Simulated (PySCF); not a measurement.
An unknown gives this computed stick spectrum. The calculation used TDDFT PBE0/def2-SVPD, vertical, gas phase, core orbitals frozen in the response (PySCF 2.14.0, density-fitted response routines). Geometries: GFN2-xTB, one conformer each.

```csv
state,E (eV),λ (nm),f
S1,5.07,244.5,0.0025
S2,6.45,192.3,0.0003
S3,6.56,188.9,0.0035
S4,6.62,187.2,0.0014
S5,6.78,182.8,0.0073
S6,6.87,180.4,0.0036
```

Question: Which structure fits? All have the formula C6H7N.
A. `[H]/N=C\C=C=C=CC`
B. `C#C/C(C=C)=N\C`
C. `C#CC1CC(=N)C1`
D. `C1C(=CCC#N)C1`
E. `C=C/C=C\C1=NC1`

Answer: C. Its S1 lies at 5.07 eV; the nearest of the others has S1 at 4.02 eV. S1 is HOMO→LUMO (95%). Löwdin shares by element: HOMO nitrogen 50%, carbon 23% or more, hydrogen 7% or more (atoms not listed hold the other 20%); LUMO carbon 47% or more, nitrogen 28% (atoms not listed hold the other 25%). At the same level the other candidates give, for their lowest levels:
- `C=C/C=C\C1=NC1`: 3.80 eV (f 0.000); 4.47 eV (f 0.456); 5.49 eV (f 0.124); 6.17 eV (f 0.002); 6.62 eV (f 0.001); T1 2.38 eV; HOMO -7.00, LUMO -2.26 eV
- `C#C/C(C=C)=N\C`: 4.02 eV (f 0.000); 5.30 eV (f 0.002); 5.31 eV (f 0.338); 5.65 eV (f 0.053); 6.49 eV (f 0.000); T1 3.10 eV; HOMO -7.39, LUMO -1.70 eV
- `[H]/N=C\C=C=C=CC`: 3.69 eV (f 0.001); 4.34 eV (f 0.000); 4.65 eV (f 0.806); 5.56 eV (f 0.000); 6.29 eV (f 0.013); T1 2.28 eV; HOMO -6.89, LUMO -2.24 eV
- `N#CCC=C1CC1`: 6.71 eV (f 0.004); 7.04 eV (f 0.334); 7.21 eV (f 0.146); 7.39 eV (f 0.005); 7.56 eV (f 0.011); T1 4.40 eV; HOMO -7.84, LUMO -0.32 eV
Triplets come from the Tamm–Dancoff approximation.
